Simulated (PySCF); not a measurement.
Give a PBE0/cc-pVDZ geometry of `O=[P@@H]1C=CC=C1[SiH3]`.

Z-matrix in Å and degrees, rows numbered from 1:
```
O 
P   1  1.5082
C   2  1.8207  1  121.83
C   3  1.3441  2  108.32  1  -132.63
C   4  1.4781  3  114.98  2     2.72
C   5  1.3525  4  116.51  3    -0.36
Si  6  1.8747  2  125.97  1   -45.87
H   2  1.4383  1  115.48  3   122.43
H   3  1.0897  2  125.44  1    50.17
H   4  1.0931  3  124.13  2  -177.22
H   5  1.0945  4  120.08  3   179.50
H   7  1.4962  6  110.30  2    64.74
H   7  1.4984  6  110.08  2   -55.35
H   7  1.4986  6  108.12  2  -175.04
```

Si7 (SiH3 silicon) is tetrahedral (angles from 108.1° to 110.3°). The C–C distances run from 1.344 Å (C3=C4, drawn double) to 1.478 Å (C4–C5, drawn single), a spread of 0.134 Å. The 5-membered ring P2–C3–C4–C5–C6 has internal angles of 93.1° to 116.5°; it is almost planar, 0.02 Å rms from its mean plane, widest ring torsion 3°. P2 (phosphoryl phosphorus) has angles from 93.1° to 121.8°.

Computed, not measured: PySCF, PBE0/cc-pVDZ geometry optimisation, gas phase.

Point group: C1 (no symmetry element, even within 0.4 Å). No PBE0/cc-pVDZ frequencies stand behind this structure, so it isn't proved a minimum.

On one thread of an Arm Neoverse V1, no GPU, shared host with 32 logical CPUs at a one-minute load of 23, this took 68 s and 0.58 GiB of memory at its peak. This is the geometry optimisation.
